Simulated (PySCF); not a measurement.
H10N2Si3, SMILES N[SiH2]N[SiH2][SiH3]. Coordinates come from a PBE-D3(BJ)/def2-SVP optimisation. This is a generated structure with no PubChem entry under its InChIKey; it may be hypothetical. One conformer was computed; it need not be the lowest.

Task: Give the equilibrium geometry at PBE-D3(BJ)/def2-SVP (PySCF confirms it by a frequency run) as a Z-matrix. (The exact figures need the calculation; the answer reports its results.)

Result: One answer among several that fit: 
```
N
H 1 1.0267
Si 1 1.7525 2 114.45
N 3 1.7384 1 108.97 2 49.11
H 4 1.0223 3 119.06 1 -149.61
H 4 1.0228 5 111.06 3 147.10
Si 1 1.7567 2 115.65 3 -179.34
H 7 1.5043 1 107.50 2 -170.19
H 3 1.5076 4 103.54 5 -27.23
H 3 1.5089 9 108.84 4 -126.19
H 7 1.5122 8 107.68 1 122.67
Si 7 2.3570 8 110.36 11 118.50
H 12 1.5073 7 110.33 8 53.90
H 12 1.5075 13 108.54 7 123.47
H 12 1.5087 13 107.67 14 116.74
```
Charge 0, spin multiplicity 1.
